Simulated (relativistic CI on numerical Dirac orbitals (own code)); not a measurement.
# Ag12+: sensitivity of the levels to the model

Base calculation: Dirac-Coulomb-Breit CI, orbitals from a KLI potential per configuration, a model potential for QED, unscaled Slater integrals.

CI space (outside the closed core [Ar] 3d10): 4s2 4p5, 4s 4p6, 4s2 4p4 4d, 4s 4p5 4d, 4s2 4p4 4f, 4s 4p5 4f, 4p6 4d, 4s 4p4 4d2, 4s2 4p4 5s, 4s2 4p4 5p, 4s2 4p3 4d 4f, 4p5 4d2, 4p4 4d3, 4p4 4d2 4f, 4p4 4d2 5s. Double excitations out of closed p, d and f shells are left out; levels of such configurations are missing from the list, as are those of other unlisted configurations, and high levels can miss mixing partners. These lack a partner that the ground configuration has and come out too high: 4s2 4p4 5p.

Variants: (1) Breit term removed. Shifts of the energy above 4s2 4p5 2P°_3/2, in cm⁻¹, for the lowest level and the first level of each name with at least 55 % of one term (blank where a level changes its place among those of its configuration and J or its character, or is not in the variant):

| Level | Base | Δ(1) |
| --- | --- | --- |
| 4s2 4p5 2P°_3/2 | 0 | 0 |
| 4s2 4p5 2P°_1/2 | 52104 | +785 |
| 4s 4p6 2S_1/2 | 329059 | +331 |
| 4s2 4p4 4d 4D_5/2 | 437586 | +944 |
| 4s2 4p4 4d 4D_3/2 | 438249 | +817 |
| 4s2 4p4 4d 4D_7/2 | 442016 | +1164 |
| 4s2 4p4 4d 4F_9/2 | 461233 | +1142 |
| 4s2 4p4 4d 4P_1/2 | 480961 | +1288 |
| 4s2 4p4 4d 4F_5/2 | 491068 | +1374 |
| 4s2 4p4 4d 4F_3/2 | 492943 | +1288 |
| 4s2 4p4 4d 4P_5/2 | 497301 | +1287 |
| 4s2 4p4 4d 2D_5/2 | 515912 | +1714 |
| 4s2 4p4 4d 2G_7/2 | 519546 | +1587 |
| 4s2 4p4 4d 2F_5/2 | 522885 | +1700 |

At this charge energies of transitions that change n are usually good to better than 1 %, and those within a shell (Δn = 0) to a few per cent.

Ionisation energy from the two ground configurations alone: base 294.114 eV; Breit term removed 294.258 eV. The NIST ASD value (theoretical) is 294 eV.

LS names give the leading component of a level, which can be under half, so a name can repeat, a term be missing and a line seem to break the LS rules.
